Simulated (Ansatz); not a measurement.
Si(NCS)H3 (CH₃NSSi): single points at one geometry.

```yaml
crystal:
  periodic: [false, false, false]
  atoms:
    - {symbol: Si, position_ang: [-0.002069, -0.002256, -1.106672]}
    - {symbol: N, position_ang: [-0.002016, 0.008905, 0.627117]}
    - {symbol: C, position_ang: [0.002356, 0.006323, 1.835354]}
    - {symbol: S, position_ang: [0.007816, 0.003540, 3.419120]}
    - {symbol: H, position_ang: [1.418297, -0.003825, -1.591478]}
    - {symbol: H, position_ang: [-0.713512, 1.223590, -1.600052]}
    - {symbol: H, position_ang: [-0.710882, -1.236287, -1.583389]}
basis:
  gaussian: {orbitals: def2-TZVP, initial_orbitals: start.molden}
hamiltonian: {xc: {name: B3LYP}, dispersion: d4}
scf: {omitted_lower_state_checks: [starts]}
output: {orbitals: {seedname: orbitals}}
```

The file start.molden holds the orbitals of an earlier run on this structure, at another level or in another basis.

```sh
$ ansatz run in.yaml --threads 4 --pin off --events-out ev --progress --plain --max-ram 3916MiB
```

Output, abridged:

```
Functional definition: B3LYP
999 factors; their error is unknown
mean field evaluation 1: about -21291.9584 eV, gradient 7.1e0 eV
mean field evaluation 2: about -21292.0190 eV, gradient 5.5e-2 eV
mean field evaluation 4: about -21292.0716 eV, gradient 4.1e-5 eV
mean field -21292.07159790 eV, -782.4691989385 hartree, gradient 4.4e-5 eV, S^2 0.000000; 0 other end points of the search recorded, 0 dependent functions left out
reference -21292.07185994 eV, -782.4692085683 hartree; 23, 23 occupied and 131, 131 virtual orbitals, 999 factors
Total energy: -21292.31185371 eV, -782.4780281766 hartree
Checks for a lower state left out: starts
```

Run time 3.2 s (4 threads of Intel Xeon on a shared host).

First input, but with `gaussian: {orbitals: def2-TZVPP, initial_orbitals: start.molden}`, `correlation: {method: ccsd_t}` and without the key `hamiltonian` (abridged; 39 s):

```
Functional definition: HF
mean field -21241.51120411 eV, -780.6111387376 hartree, gradient 3.4e-6 eV, S^2 0.000000
12 core orbitals not correlated: weight in the atoms' cores, before any rotation towards them, 1.000 or more for the frozen orbitals, at most 0.000 for the correlated occupied ones
second order -17.39324862 eV of doubles, -0.00000000 eV of singles
cycle   1  -17.37463894 eV  change    1.9e-2 eV  update   1.3e-1
cycle   2  -17.96801299 eV  change   -5.9e-1 eV  update   4.6e-2
cycle   3  -18.13368682 eV  change   -1.7e-1 eV  update   2.1e-2
cycle   4  -18.11805726 eV  change    1.6e-2 eV  update   5.1e-3
cycle   5  -18.11744262 eV  change    6.1e-4 eV  update   2.4e-3
cycle   6  -18.11763718 eV  change   -1.9e-4 eV  update   6.6e-4
cycle   7  -18.11725233 eV  change    3.8e-4 eV  update   3.1e-4
cycle   8  -18.11720257 eV  change    5.0e-5 eV  update   9.0e-5
cycle   9  -18.11722356 eV  change   -2.1e-5 eV  update   3.6e-5
cycle  10  -18.11721065 eV  change    1.3e-5 eV  update   1.2e-5
perturbative correction -0.98335619 eV, -0.0361376736 hartree
Total energy: -21260.61177095 eV, -781.3130716223 hartree
Checks for a lower state left out: starts
```

First input, but with `hamiltonian: {xc: {name: B97M-V}}`, `output: {forces: true, orbitals: {seedname: orbitals}}` (abridged; 8 s):

```
Functional definition: B97M-V
mean field -21285.91696571 eV, -782.2430203772 hartree, gradient 1.3e-5 eV, S^2 0.000000
Total energy: -21285.91702687 eV, -782.2430226249 hartree
Atom 0 force     0.001187     0.000189     0.468165 eV/Å
Atom 1 force     0.006136    -0.006560     1.205819 eV/Å
Atom 2 force    -0.002823    -0.000539    -1.088139 eV/Å
Atom 3 force    -0.004184     0.003321    -1.017775 eV/Å
Atom 4 force    -0.373031     0.000759     0.143160 eV/Å
Atom 5 force     0.186710    -0.321451     0.148000 eV/Å
Atom 6 force     0.186005     0.324281     0.140771 eV/Å
Dipole moment:    -0.000576    -0.001240    -0.402679 e Å
Checks for a lower state left out: starts
```

As the first input, with `gaussian: {orbitals: def2-SVP, initial_orbitals: start.molden}`, `hamiltonian: {xc: pbe0, dispersion: d4}` (abridged; 2.6 s):

```
Functional definition: PBE0
mean field -21271.26950564 eV, -781.7047361480 hartree, gradient 1.0e-5 eV, S^2 0.000000
Total energy: -21271.39484542 eV, -781.7093423000 hartree
Checks for a lower state left out: starts
```

As the first input, with `hamiltonian: {xc: pbe}`, `correlation: {method: rpa}` and without the key `output` (abridged; 5.5 s):

```
Functional definition: PBE
mean field -21279.13664284 eV, -781.9938481076 hartree, gradient 2.6e-6 eV, S^2 0.000000
12 core orbitals not correlated: weight in the atoms' cores, before any rotation towards them, 1.000 or more for the frozen orbitals, at most 0.000 for the correlated occupied ones
Total energy: -21268.25039706 eV, -781.5937859541 hartree
Checks for a lower state left out: starts
```

First input, but with `hamiltonian: {xc: {name: r2SCAN0}, dispersion: d4}` (abridged; 4.7 s):

```
Functional definition: r2SCAN0
mean field -21287.28485182 eV, -782.2932892644 hartree, gradient 9.6e-6 eV, S^2 0.000000
Total energy: -21287.32785720 eV, -782.2948696829 hartree
Checks for a lower state left out: starts
```

First input, but with `correlation: {method: mp2}` and without the key `hamiltonian` (abridged; 4.7 s):

```
Functional definition: HF
mean field -21241.49684132 eV, -780.6106109149 hartree, gradient 4.2e-6 eV, S^2 0.000000
12 core orbitals not correlated: weight in the atoms' cores, before any rotation towards them, 1.000 or more for the frozen orbitals, at most 0.000 for the correlated occupied ones
second order -17.05549760 eV of doubles, -0.00000000 eV of singles
Total energy: -21258.55233893 eV, -781.2373888912 hartree
Checks for a lower state left out: starts
```

Geometry: PBE-D4/def2-SVP.

B3LYP takes the VWN-RPA correlation. Correlated methods freeze 12 core orbitals.
